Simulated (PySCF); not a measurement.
A structure optimised at PBE-D3(BJ)/def2-TZVPD, used in a PySCF frequency run:

```
Ti
H 1 1.8087
H 1 1.8087 2 112.24
H 1 1.8087 2 112.24 3 -116.80
H 1 1.8087 2 104.06 3 121.60
```
Charge -1, spin multiplicity 2.

Task: Write its SMILES, formula and point group.

Result: [TiH4-], H₄Ti, D2d

Task: What are its rotational constants (standard atomic weights)?

Result: 61.652, 55.586, 55.586 GHz
